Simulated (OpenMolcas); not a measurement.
# S3+: the spin-orbit constant, worked from levels

* Program: OpenMolcas
* Basis: ANO-RCC-VTZP [5s4p2d1f]
* Scalar Hamiltonian: DKH2, point nucleus
* Active space: 3 electrons in 8 orbitals (3s 3p 4s 4p)
* State averaging: 2S+1 = 4 odd, 1 root; 2S+1 = 2 odd, 11 roots; 2S+1 = 4 even, 3 roots; 2S+1 = 2 even, 9 roots
* Spin-orbit coupling: state interaction with AMFI integrals over the reference wave functions, term energies averaged over their components

Methods: CASSCF; MS-CASPT2, IPEA 0.25 Eh, imaginary shift 0.1 Eh (closed shells correlated: 2s 2p). Measured levels: NIST levels in Podobedova, Kelleher and Wiese, J. Phys. Chem. Ref. Data 38, 171 (2009).

**The spin-orbit constant.** For the Hund term 2P* of p1, E(J) = (A/2) J(J+1) + constant and ζ = 2S·A = A. From J = 1/2 to J = 3/2 the energy changes by 1.5 A.

```csv
Source,E(3/2) - E(1/2),A,ζ
CASSCF,834.9,556.6,557
MS-CASPT2,839.0,559.3,559
measured,951.4,634.3,634
```

All in cm-1. MS-CASPT2 is off by -11.8 % and CASSCF by -12.2 %. Both methods take the spin-orbit matrix elements from the reference wave functions, so the second can move ζ only through the term energies and any multistate remixing.

Over all roots computed the reference weight is 0.88 to 0.99 in MS-CASPT2; the roots of lowest weight are the least certain, and an intruder state may touch them. Active for correlation alone: 4p 4s; no level in the range computed is led by a configuration that fills them, so any true level of that kind is missing. Computed and measured levels are paired by configuration, term and J; levels that our copy of the source lacks, or whose pairing is in doubt (as where it misses far off the trend of its configuration), stay unpaired and out of the deviations. Levels of configurations outside the active space are missing.

* marks odd parity.
